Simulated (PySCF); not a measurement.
This PySCF input asks for the NMR shieldings of SMILES Fc1cc[b-](C(F)(F)F)cc1, [C6H4BF4]-; the geometry comes from GFN2-xTB.

```python
import basis_set_exchange as bse
import numpy as np
from pyscf import gto, dft
from pyscf.prop import nmr

atoms = """
F     3.438575   -0.268546   -0.415130
C     2.059825   -0.160197   -0.254446
C     1.527120    1.102502   -0.072620
C     0.162286    1.261914    0.093378
B    -0.718335    0.057681    0.072030
C    -2.318461    0.181040    0.289117
F    -3.070814   -0.777754   -0.333793
F    -2.879828    1.353690   -0.138630
F    -2.718596    0.096892    1.599762
C    -0.062540   -1.267025   -0.131260
C     1.311580   -1.322201   -0.288010
H     2.208591    1.947827   -0.064325
H    -0.189255    2.281995    0.229613
H    -0.589085   -2.217871   -0.169691
H     1.834523   -2.261957   -0.437908
"""
names = dict.fromkeys(["F", "C", "B", "H"], "pcSseg-1")
basis = {el: gto.basis.parse(bse.get_basis(n, elements=[el], fmt="nwchem")) for el, n in names.items()}
mol = gto.M(atom=atoms, basis=basis, charge=-1, verbose=0)
mf = dft.RKS(mol, xc="PBE0")
mf.grids.level = 2
mf.grids.alignment = dft.numint.BLKSIZE   # the property module wants whole blocks of grid points
mf.conv_tol = 1e-9
mf.kernel()

calc = nmr.RKS(mf)   # GIAO
C = mf.mo_coeff
Co = C[:, mf.mo_occ > 0]
resp = mf.gen_response(singlet=True, hermi=2)
def vind(x):   # induced exchange potential for any number of trial vectors
    d = np.einsum("pi,xij,qj->xpq", C, 2 * x.reshape(-1, C.shape[1], Co.shape[1]), Co, optimize=True)
    return np.einsum("xpq,pi,qj->xij", resp(d - d.transpose(0, 2, 1)), C, Co, optimize=True).ravel()
mo1, _ = nmr.rhf.solve_mo1(calc, with_cphf=vind)
sigma = calc.kernel(mo1)
for i, s in enumerate(sigma):   # ppm
    w = np.linalg.eigvalsh((s + s.T) / 2)
    print("%2d %-2s iso %8.1f  s11 %8.1f  s22 %8.1f  s33 %8.1f" % (i, mol.atom_pure_symbol(i), w.mean(), *w))
```

Q: What are the results?

A: 
```
 0 F  iso    318.2  s11    275.4  s22    314.0  s33    365.3
 1 C  iso     22.8  s11    -48.7  s22     46.3  s33     70.7
 2 C  iso     65.6  s11    -22.7  s22     60.2  s33    159.3
 3 C  iso     59.7  s11    -63.2  s22     56.0  s33    186.3
 4 B  iso     80.0  s11     27.2  s22     80.6  s33    132.3
 5 C  iso     37.5  s11     20.3  s22     36.8  s33     55.3
 6 F  iso    251.5  s11    152.2  s22    255.5  s33    346.7
 7 F  iso    251.6  s11    152.3  s22    255.7  s33    346.8
 8 F  iso    232.3  s11    124.6  s22    240.2  s33    332.1
 9 C  iso     59.7  s11    -63.2  s22     55.9  s33    186.3
10 C  iso     65.6  s11    -22.7  s22     60.2  s33    159.3
11 H  iso     24.6  s11     21.1  s22     24.9  s33     27.9
12 H  iso     24.9  s11     22.3  s22     22.9  s33     29.4
13 H  iso     24.9  s11     22.3  s22     22.9  s33     29.4
14 H  iso     24.6  s11     21.1  s22     24.9  s33     27.9
```

These numbers come from an equivalent density-fitted implementation of the same equations, which agrees with the script to about 0.01 ppm for H and up to a few tenths of a ppm for heavy atoms, so last digits may differ.

Size and cost of the density-fitted run: 207 basis functions, 31 s wall time on 1 thread of an Arm Neoverse V2, shared host.
